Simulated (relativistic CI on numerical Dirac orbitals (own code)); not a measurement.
**d1 to d9 in one tetrahedral field**

Computed with a parametric ligand-field model without spin-orbit coupling, by exact diagonalisation: B = 890, C = 3620, 10Dq = -4500 cm⁻¹ (Td; |10Dq|/B = 5.1) for every shell. Energies in cm⁻¹; the field energy is (0.6 n_e − 0.4 n_t2) × 10Dq of the ground term; g labels are left out.

| Shell | Ground term | Electrons in e | Field energy | First spin-allowed bands | Lowest term of other spin |
| --- | --- | --- | --- | --- | --- |
| d1 | 2E | 1.000 | -2700 | 2T2 4500 |  |
| d2 | 3A2 | 2.000 | -5400 | 3T2 4500, 3T1 7804 | 1E 13478 |
| d3 | 4T1 | 1.880 | -3061 | 4T2 3799, 4A2 8299 | 2E 12490 |
| d4 | 5T2 | 2.000 | -1800 | 5E 4500 | 3T1 15346 |
| d5 | 6A1 | 2.000 | 0 | none | 4T1 24508 |
| d6 | 5E | 3.000 | -2700 | 5T2 4500 | 3T1 15827 |
| d7 | 4A2 | 4.000 | -5400 | 4T2 4500, 4T1 7804 | 2E 16336 |
| d8 | 3T1 | 3.880 | -3061 | 3T2 3799, 3A2 8299 | 1T2 12782 |
| d9 | 2T2 | 4.000 | -1800 | 2E 4500 |  |

Every shell keeps the spin of the free ion. Tetrahedral fields of 3d complexes are almost always too weak to pair spins. High-spin d^(n+5) repeats the spin-allowed bands of d^n, since the half-filled shell is spherical.
